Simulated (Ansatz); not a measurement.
Species: C2H6Mg, charge 0, multiplicity 1. 
Coordinates optimised at B3LYP-D3(BJ)/def2-TZVP (Ansatz, a first-principles code):
SMILES: [CH3][Mg][CH3]
```xyz
9

Mg     0.0000     0.0000     0.0000
C      1.6122     0.2408    -1.3132
H      2.3583    -0.5500    -1.1895
H      2.1256     1.1941    -1.1555
H      1.2910     0.2184    -2.3590
C     -1.6122    -0.2408     1.3132
H     -2.1921    -1.1399     1.0838
H     -2.3028     0.6068     1.2681
H     -1.2801    -0.3294     2.3521
```
Charge 0, spin multiplicity 1.

Basis-set convergence of Hartree-Fock and CCSD(T) correlation energies (hartree) with Ansatz. Cores are frozen in the correlated levels unless marked. No spin-orbit coupling. Non-relativistic.

| basis | functions | E(HF) | E(corr, CCSD(T)) |
|---|---|---|---|
| def2-SVP | 76 | -278.68139 | -0.38231 |
| def2-TZVPP | 178 | -278.84288 | -0.46134 |
| def2-QZVPP | 357 | -278.85560 | -0.48377 |

Extrapolating the two largest sets (X = 3 and 4) as X^-3: E(corr) = (64·(-0.48377) - 27·(-0.46134))/37 = -0.5001 Eh, an estimate of the basis-set limit. The largest set recovers 96.7 % of it, the smallest 76.4 %.
